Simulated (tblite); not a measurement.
Species: C6H13NOSi2.
Atom-mapped SMILES: `[CH3:1][O:2][C@@H:3]1[CH2:4][C@@H:5]([CH2:6][C:7]#[N:8])[SiH2:9][SiH2:10]1` (hydrogens: H11, H12, H13 on C1; H14 on C3; H15, H16 on C4; H17 on C5; H18, H19 on C6; H20, H21 on Si9; H22, H23 on Si10)

Cartesian coordinates in Å at the GFN2-xTB level; atoms count from 1:
```xyz
23
C6H13NOSi2 angstrom
C     -3.224    0.457    0.429
O     -1.906    0.575   -0.020
C     -0.949   -0.064    0.833
C      0.388    0.656    0.649
C      0.925    0.490   -0.775
C      2.278    1.197   -0.938
C      3.267    0.669   -0.037
N      4.043    0.249    0.691
Si     0.953   -1.387   -1.208
Si    -0.747   -1.901    0.267
H     -3.356    0.942    1.406
H     -3.852    0.954   -0.308
H     -3.530   -0.592    0.520
H     -1.271    0.057    1.877
H      1.103    0.246    1.369
H      0.257    1.719    0.876
H      0.218    0.990   -1.445
H      2.179    2.270   -0.737
H      2.646    1.073   -1.961
H      2.280   -1.935   -0.911
H      0.760   -1.527   -2.658
H     -2.019   -2.383   -0.281
H     -0.448   -2.731    1.441
```

Computed values, GFN2-xTB/tblite, gas phase, harmonic and unscaled. Against measured fundamentals such values can be off by several per cent, at times by over 20. Modes of hydrogen on silicon can be 10 to 20 % off. One conformer, not necessarily the lowest.

Harmonic wavenumbers (cm⁻¹): 41.4, 63.3, 81.6, 108.5, 129.0, 167.4, 224.0, 249.3, 297.4, 309.5, 326.9, 346.4, 366.9, 384.3, 446.2, 474.7, 517.8, 551.4, 566.9, 600.0, 623.1, 648.5, 661.0, 740.1, 785.6, 812.2, 870.9, 892.0, 939.5, 984.0, 1027.5, 1070.8, 1104.2, 1113.4, 1135.2, 1140.0, 1147.1, 1176.4, 1208.2, 1223.4, 1293.6, 1307.6, 1313.5, 1341.8, 1412.1, 1431.6, 1471.6, 1487.2, 1495.4, 2191.6, 2210.3, 2219.9, 2231.0, 2408.2, 2853.2, 2885.2, 2915.6, 2921.0, 2929.9, 2941.3, 2956.0, 2958.7, 3020.0.

A = 1643, B = 617.8, C = 537.4 MHz; mass 171.054 u (most abundant isotopes); point group C1, symmetry number 1.

What is the zero-point energy?

Half the sum of the wavenumbers: 37876 cm⁻¹ = 108.29 kcal/mol.

Give the ideal-gas entropy at 298.15 K and 1 bar in the rigid-rotor, harmonic-oscillator model (classical rotation).

Translation 41.34, rotation 30.76, vibration 39.87: S = 112.0 cal/(mol K).

And Cp and H(298.15 K) − H(0)?

Cp = 50.27 cal/(mol K), of which vibrations give 42.32 (their classical limit is 63 R = 125.2); H(298.15 K) − H(0) = 8.72 kcal/mol without the zero-point energy, 6.35 from vibrations.

Blend soft modes into free rotors: weight 1/[1 + (100 cm⁻¹/ν̃)⁴] for the oscillator and the rest for a rotor with moment μB/(μ + B), μ = h/(8π²ν), B = 10⁻⁴⁴ kg m². What vibrational entropy results?

36.71 cal/(mol K) in place of 39.87, which changes −T·S at 298.15 K by +0.94 kcal/mol.

Which modes carry the vibrational entropy at 298.15 K?

41.4 cm⁻¹: 5.19; 63.3 cm⁻¹: 4.35; 81.6 cm⁻¹: 3.85; 108.5 cm⁻¹: 3.30; 129.0 cm⁻¹: 2.96; 167.4 cm⁻¹: 2.46 cal/(mol K); the other 57 give 17.75 together.

How do the functions run with temperature in this model?

```
 T (K)  S (cal/(mol K))  Cp (cal/(mol K))  H − H(0) (kcal/mol)  G − H(0) (kcal/mol)  ln q(vib)
    50             62.2              14.8                 0.54                -2.57       0.72
   100             74.7              22.3                 1.47                -6.01       2.31
373.15            124.3              59.5                12.85               -33.52      12.03
   500            143.6              72.7                21.26               -50.53      16.51
   750            176.8              90.9                41.89               -90.70      24.89
  1000            204.7             102.8                66.21              -138.49      32.57
```

q(vib) and H(0) count from the zero-point level.

Hindered rotation and anharmonicity are outside this model. Other conformers, if any are populated, would add a mixing term that is left out. The structure is chiral; the term R ln 2 for an equal mix with its mirror image is left out.
